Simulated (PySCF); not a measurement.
C$_{4}$H$_{4}$N (SMILES c1cc[n-]c1), charge -1, singlet, at a GFN2-xTB geometry (in this run its highest filled SCF level lies above zero, so its values depend strongly on the basis, on diffuse functions most of all); LC-WPBE/STO-3G run with PySCF.

Input for PySCF:
```python
from pyscf import gto, scf, dft

mol = gto.Mole()
mol.atom = '''
    N     0.001351    0.001733    1.217511
    C    -0.015005    1.069239    0.393193
    C     0.015881   -1.068115    0.396201
    C    -0.011181    0.700295   -0.939771
    C     0.009098   -0.702967   -0.937796
    H    -0.029086    2.075704    0.802425
    H     0.030873   -2.073411    0.808265
    H    -0.021643    1.356719   -1.804030
    H     0.017643   -1.361849   -1.800204
'''
mol.basis = 'sto-3g'
mol.charge = -1
mol.spin = 0
mol.verbose = 4
mol.build()

mf = dft.RKS(mol)
mf.xc = 'lc_wpbe'
mf.kernel()
```

Output, abridged:

```
PySCF version 2.14.0

[INPUT] verbose = 4
[INPUT] num. atoms = 9
[INPUT] num. electrons = 36
[INPUT] charge = -1
[INPUT] spin (= nelec alpha-beta = 2S) = 0
[INPUT] symmetry False subgroup None
[INPUT] Mole.unit = angstrom
[INPUT] Symbol           X                Y                Z      unit          X                Y                Z       unit  Magmom
[INPUT]  1 N      0.001351000000   0.001733000000   1.217511000000 AA    0.002553019994   0.003274895374   2.300762343645 Bohr   0.0
[INPUT]  2 C     -0.015005000000   1.069239000000   0.393193000000 AA   -0.028355340499   2.020568871704   0.743027084096 Bohr   0.0
[INPUT]  3 C      0.015881000000  -1.068115000000   0.396201000000 AA    0.030010740584  -2.018444819540   0.748711380279 Bohr   0.0
[INPUT]  4 C     -0.011181000000   0.700295000000  -0.939771000000 AA   -0.021129027799   1.323365756402  -1.775909809809 Bohr   0.0
[INPUT]  5 C      0.009098000000  -0.702967000000  -0.937796000000 AA    0.017192728281  -1.328415104607  -1.772177600713 Bohr   0.0
[INPUT]  6 H     -0.029086000000   2.075704000000   0.802425000000 AA   -0.054964574059   3.922512075664   1.516363485504 Bohr   0.0
[INPUT]  7 H      0.030873000000  -2.073411000000   0.808265000000 AA    0.058341514644  -3.918178933661   1.527399486072 Bohr   0.0
[INPUT]  8 H     -0.021643000000   1.356719000000  -1.804030000000 AA   -0.040899342514   2.563827337994  -3.409122620499 Bohr   0.0
[INPUT]  9 H      0.017643000000  -1.361849000000  -1.800204000000 AA    0.033340438016  -2.573521633013  -3.401892528347 Bohr   0.0

nuclear repulsion = 152.622198273376
number of shells = 19
number of NR pGTOs = 87
number of NR cGTOs = 29
basis = sto-3g
ecp = {}

******** <class 'pyscf.dft.rks.RKS'> ********
method = RKS
initial guess = minao
damping factor = 0
level_shift factor = 0
DIIS = <class 'pyscf.scf.diis.CDIIS'>
diis_start_cycle = 1
diis_space = 8
diis_damp = 0
SCF conv_tol = 1e-09
SCF conv_tol_grad = None
SCF max_cycles = 50
direct_scf = True
direct_scf_tol = 1e-13
XC library pyscf.dft.libxc version 7.1.2
    S. Lehtola, C. Steigemann, M. J. T. Oliveira, and M. A. L. Marques,  SoftwareX 7, 1–5 (2018)
XC functionals = lc_wpbe
    O. A. Vydrov and G. E. Scuseria,  J. Chem. Phys. 125, 234109 (2006)
radial grids:
    Treutler-Ahlrichs [JCP 102, 346 (1995); DOI:10.1063/1.469408] (M4) radial grids

becke partition: Becke, JCP 88, 2547 (1988); DOI:10.1063/1.454033
pruning grids: <function nwchem_prune>
grids dens level: 3
symmetrized grids: False
atomic radii adjust function: <function treutler_atomic_radii_adjust>
small_rho_cutoff = 0
Set gradient conv threshold to 3.16228e-05
Initial guess from minao.
tot grids = 109608
init E= -208.067505085825
  HOMO = -0.162022973491999  LUMO = 0.128746341935511  gap/eV = 7.91224
cycle= 1 E= -206.650359690068  delta_E= 1.42  |g|= 0.412  |ddm|= 4.39
  HOMO = 0.132862283447146  LUMO = 0.583303901521976  gap/eV = 12.25714
cycle= 2 E= -206.693933292392  delta_E= -0.0436  |g|= 0.284  |ddm|= 0.925
  HOMO = 0.0311139728552539  LUMO = 0.57410457661059  gap/eV = 14.77553
cycle= 3 E= -206.715508098687  delta_E= -0.0216  |g|= 0.0393  |ddm|= 0.374
  HOMO = 0.0157985334507986  LUMO = 0.56394242330728  gap/eV = 14.91575
cycle= 4 E= -206.716138613629  delta_E= -0.000631  |g|= 0.0127  |ddm|= 0.0702
  HOMO = 0.0174309579149396  LUMO = 0.566826269176718  gap/eV = 14.94981
cycle= 5 E= -206.716204109958  delta_E= -6.55e-05  |g|= 0.00485  |ddm|= 0.0261
  HOMO = 0.0183073374110376  LUMO = 0.567409026264666  gap/eV = 14.94182
cycle= 6 E= -206.716213021255  delta_E= -8.91e-06  |g|= 0.00119  |ddm|= 0.00724
  HOMO = 0.0182843890026723  LUMO = 0.567358409366157  gap/eV = 14.94107
cycle= 7 E= -206.716214451042  delta_E= -1.43e-06  |g|= 0.000149  |ddm|= 0.00453
  HOMO = 0.0183004798388027  LUMO = 0.567355722750673  gap/eV = 14.94055
cycle= 8 E= -206.716214470303  delta_E= -1.93e-08  |g|= 2.29e-05  |ddm|= 0.000523
  HOMO = 0.0183015927518289  LUMO = 0.567354667140221  gap/eV = 14.94050
cycle= 9 E= -206.716214470609  delta_E= -3.06e-10  |g|= 4.12e-06  |ddm|= 6.55e-05
  HOMO = 0.0183016807992566  LUMO = 0.567354069116154  gap/eV = 14.94048
Extra cycle  E= -206.716214470615  delta_E= -6.14e-12  |g|= 1.87e-06  |ddm|= 8.5e-06
converged SCF energy = -206.716214470615
```
